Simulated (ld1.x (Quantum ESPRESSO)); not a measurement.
What one change does to a pseudopotential (oxygen (O), RRKJ)

```json
{
  "Element": "oxygen",
  "Generator": "ld1.x (Quantum ESPRESSO) 7.5",
  "Type": "norm-conserving RRKJ (Kleinman–Bylander form)",
  "Functional": "PBE",
  "Relativity": "scalar-relativistic",
  "Frozen core": "[He]",
  "Valence charge": "6",
  "Reference configuration": "2s2 2p4",
  "Partial waves": "2s (bound): rc 0.80 bohr; 2p (bound): rc 1.35 bohr",
  "Local potential": "the p channel",
  "Core correction": "Bessel-smoothed model core inside 0.35 bohr"
}
```

All-electron outer shells of the reference configuration (PBE, scalar-relativistic, ld1.x):

```tsv
shell	level (eV)	outermost node (bohr)	outermost maximum (bohr)
1s	-514.70	–	0.13
2s	-23.96	0.28	0.87
2p	-9.03	–	0.82
```

Change: core correction Bessel-smoothed model core inside 0.94 bohr.

Cutoffs: the cutoffs (Ry, on a coarse ladder) from which the occupation-weighted sum of valence levels, in a spherical-Bessel basis at the reference potential, stays within 10 and 1 mRy of its value at 400 Ry; they do not see the model core or the augmentation charge, which bear on the density cutoff. Errors are all-electron minus pseudo energies relative to the spin-unpolarised reference configuration.

Q: What does the change do?

A: The potential gets neither clearly harder nor softer (110 Ry and 160 Ry → 110 Ry and 160 Ry); the errors of the 7 common tests hardly move; neither file shows a bound ghost. A wider model core is smoother and lowers the density cutoff, which this test does not measure.

| quantity | base | changed |
| --- | --- | --- |
| cutoff, loose | 110 Ry | 110 Ry |
| cutoff, tight | 160 Ry | 160 Ry |
| bound ghosts | none | none |
| error for 2s2 2p3, meV [ΔE 16.43 eV] | -4.6 | -4.5 |
| error for 2s2 2p2, meV [ΔE 50.02 eV] | +38 | +41 |
| error for 2s2 2p1, meV [ΔE 103.89 eV] | +335 | +353 |
| error for 2s1 2p4, meV [ΔE 31.66 eV] | -32 | -32 |
| error for 2s2 2p3.5, meV [ΔE 6.29 eV] | -2.0 | -2.0 |
| error for 2s2 2p4.3, meV [ΔE -2.12 eV] | -0.4 | -0.4 |
| error for 2s2 2p0, meV [ΔE 180.79 eV] | +1304 | +1398 |
| s: phases at 1.50 bohr within 0.05 rad from the reference energy up to (Ry; the scan ends near 5) | to the end of the scan | to the end of the scan |
| p: phases at 1.50 bohr within 0.05 rad from the reference energy up to (Ry; the scan ends near 5) | 4.1 | 4.1 |
